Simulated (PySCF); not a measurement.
**Electronic absorption of TiF(NMe2)3**

TiF(NMe2)3, C6H18FN3Ti (singlet state).
SMILES: `C[N](C)[Ti]([F])([N](C)C)[N](C)C`

Theory: TDDFT wB97X-D/def2-SVPD, vertical, gas phase, core orbitals frozen in the response (PySCF 2.14.0, density-fitted response routines). Geometry: PBE0-D3(BJ)/def2-SVP; no solvent, vibrations or thermal averaging.

```tsv
state	E (eV)	E (hartree)	f	|μ| (D)	main configurations (H = HOMO, L = LUMO)
S1	4.18	0.1538	0.013	0.92	H→L (85%)
S2	4.27	0.1569	0.015	0.95	H→L+1 (71%), H-2→L (13%), H-1→L+1 (10%)
S3	4.37	0.1608	0.0014	0.29	H-1→L+1 (45%), H-2→L (38%), H-1→L (10%)
S4	4.67	0.1718	0.088	2.23	H-1→L (28%), H-2→L (23%), H→L+1 (20%)
S5	4.70	0.1727	0.088	2.22	H-1→L (30%), H-1→L+1 (30%), H-2→L (14%)
S6	4.89	0.1796	0.011	0.77	H-2→L+1 (52%), H-1→L (13%), H→L+5 (11%)
S7	5.38	0.1978	0.0026	0.36	H→L+3 (48%), H-1→L+5 (8%)
S8	5.46	0.2008	0.0008	0.20	H→L+5 (24%), H-2→L+5 (21%), H→L+4 (18%)
S9	5.47	0.2012	0.0025	0.35	H→L+4 (28%), H→L+5 (16%), H-1→L+4 (13%)
S10	5.55	0.2040	0.042	1.41	H-1→L+5 (24%), H-1→L+4 (17%), H-2→L+3 (13%)
S11	5.59	0.2055	0.040	1.37	H-2→L+5 (21%), H-1→L+5 (20%), H→L+4 (14%)
S12	5.71	0.2100	0.014	0.80	H-1→L+3 (39%), H-1→L+7 (16%), H-2→L+3 (11%)
S13	5.79	0.2129	0.091	2.04	H-1→L+4 (29%), H-1→L+3 (12%), H-1→L+5 (11%)
S14	5.83	0.2141	0.088	2.00	H-2→L+4 (25%), H-2→L+5 (22%), H-2→L+3 (10%)
S15	5.89	0.2163	0.013	0.75	H-2→L+4 (30%), H-2→L+3 (11%), H→L+5 (10%)
```

Triplets (Tamm–Dancoff): T1 3.75 eV, H-1→L (44%), H-2→L+1 (24%), H→L+1 (11%); T2 3.77 eV, H→L (38%), H-1→L (23%), H→L+1 (17%); T3 3.79 eV, H→L+1 (38%), H→L (25%), H-2→L+1 (15%); T4 4.15 eV, H-2→L+1 (42%), H→L (30%), H-1→L (21%).

The lowest singlet lies at 4.18 eV (296 nm, ultraviolet) and is weak; its leading configuration is HOMO→LUMO (85%). The most intense listed level is S13 at 5.79 eV (214 nm, f = 0.091), 1.61 eV above S1. For S1 the Löwdin share of titanium is 7% in HOMO and 72% in LUMO (ligand-to-metal charge transfer by this measure). The listed states span 1.70 eV, and the widest gap between neighbours is 0.50 eV (S6 to S7). The oscillator strengths of these states sum to 0.510; summed over the whole spectrum of an exact calculation they would give the number of electrons, 106 (Thomas–Reiche–Kuhn). Orbital energies (eV): HOMO-3 -10.64, HOMO-2 -8.42, HOMO-1 -8.35, HOMO -8.02, LUMO 1.17, LUMO+1 1.23, LUMO+2 1.57. Singlets were solved by full linear response, triplets in the Tamm–Dancoff approximation.
